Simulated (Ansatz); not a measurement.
Stepwise reaction of `F[Si@@H](Cl)[Si@@H](F)Cl` with water, as a gas-phase model of exchange steps in deposition or etching. ΔE in kJ/mol.

Isolated molecules relaxed with PBE0-D4/def2-TZVP in Ansatz; ΔE leaves out vibrations. CCSD(T)/CBS is the MP2 limit (def2-TZVPP, def2-QZVPP) plus CCSD(T) − MP2 in def2-TZVPP, frozen cores. This one scheme is used for every species. DFT in def2-TZVPP. B3LYP here is the variant with VWN-RPA as its local correlation; programs differ in this. Each species was taken in one conformer, which may not be the lowest.

```json
{"step": "2", "reaction": "`O[Si@H](Cl)[Si@H](F)Cl` + H₂O → `O[Si@@H](Cl)[Si@@H](O)Cl` + H–F", "PBE-D4": "32.6", "B3LYP-D4": "34.5", "ωB97M-V": "33.9", "CCSD(T)/CBS": "33.3"}
```

Give the row of step 1, `F[Si@@H](Cl)[Si@@H](F)Cl` + H₂O → `O[Si@H](Cl)[Si@H](F)Cl` + H–F. (Estimate.)

The calculation gave: 
| step | reaction | PBE-D4 | B3LYP-D4 | ωB97M-V | CCSD(T)/CBS |
| --- | --- | --- | --- | --- | --- |
| 1 | `F[Si@@H](Cl)[Si@@H](F)Cl` + H₂O → `O[Si@H](Cl)[Si@H](F)Cl` + H–F | 32.0 | 34.9 | 35.0 | 34.5 |

By hand: ΔE of the 2 steps together at CCSD(T)/CBS.

(34.5) + (33.3) = 67.8 kJ/mol, or 33.9 kJ/mol a step.

In ΔE the steps differ by no more than 1.2 kJ/mol. All are uphill at CCSD(T)/CBS. PBE-D4 differs from CCSD(T)/CBS by -2.5 to -0.7 kJ/mol a step. Isolated molecules leave out the surface, adducts and barriers. Largest T1 diagnostic: 0.011.
